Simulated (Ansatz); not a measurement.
Species: C$_{3}$H$_{9}$Ge, net charge 0, doublet state. It need not be the lowest isomer of its formula. 
Coordinates optimised at B3LYP-D3(BJ)/def2-TZVP (Ansatz, a quantum-chemistry and plane-wave program):
SMILES: [GeH]([CH3])([CH2])[CH3]
```xyz
13

C      1.7644    -0.2080    -0.6727
Ge     0.0895     0.0467     0.2605
C     -0.8971     1.5801    -0.4958
C     -1.0092    -1.5772     0.0980
H      2.6758     0.3051    -0.3893
H      1.8469    -0.8550    -1.5389
H      0.3921     0.3411     1.7489
H     -1.1232     1.3961    -1.5462
H     -1.8329     1.7247     0.0452
H     -0.3041     2.4911    -0.4211
H     -0.5003    -2.4327     0.5409
H     -1.9662    -1.4408     0.6020
H     -1.2001    -1.7924    -0.9542
```
Charge 0, spin multiplicity 2.

Computed values are from Ansatz. Cores are frozen in the correlated levels unless marked. UHF or UKS for open shells. No spin-orbit coupling. The frozen core is the preceding noble-gas configuration, with the filled d and f shells of earlier blocks. Non-relativistic. Basis-set limits of correlation are two-point, X^-3; Hartree-Fock from the larger set.

Task: What is the atomisation energy De at CCSD(T)/CBS(cc-pVTZ,cc-pVQZ)?

Result: 4558.8 kJ/mol.

Task: What is the total energy at CCSD(T)/CBS(cc-pVTZ,cc-pVQZ)?

Result: -2195.0389 Eh.

Task: What is the dipole moment at CCSD(T)/aug-cc-pVDZ?

Result: 0.47 D.

Task: What is the T1 diagnostic at CCSD/cc-pVQZ?

Result: 0.011.
